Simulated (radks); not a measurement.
Problem. Zr V, configuration [Kr]. Calculated with a radial shooting solver on a logarithmic mesh with Libxc functionals: scalar-relativistic Kohn-Sham, r2SCAN, spin-polarised, spherical densities, finite nucleus; meta-GGA in the generalised Kohn-Sham scheme; Fermi nuclear charge, rms radius 4.2694 fm. Some entries of the table are withheld. Estimate them.

| orbital | occ. | eigenvalue (eV) | <1/r> (bohr^-1) | <r^2> (bohr^2) |
|---|---|---|---|---|
| 1s | 2 | -17908.94 | 41.25 | 0.001854 |
| 2s | 2 | -2530.201 | 9.266 | (1) |
| 2p | 6 | -2258.568 | 9.013 | 0.02455 |
| 3s | 2 | -455.5624 | 3.150 | 0.2396 |
| 3p | 6 | (2) | 2.986 | 0.2478 |
| 3d | 10 | -219.8908 | 2.740 | 0.2470 |
| 4s | 2 | -97.0629 | (3) | 1.606 |
| 4p | 6 | -73.5452 | (4) | 1.962 |

Solution. 
(1) 2s <r^2> (bohr^2): 0.03113
(2) 3p eigenvalue (eV): -366.1264
(3) 4s <1/r> (bohr^-1): 1.131
(4) 4p <1/r> (bohr^-1): 1.012
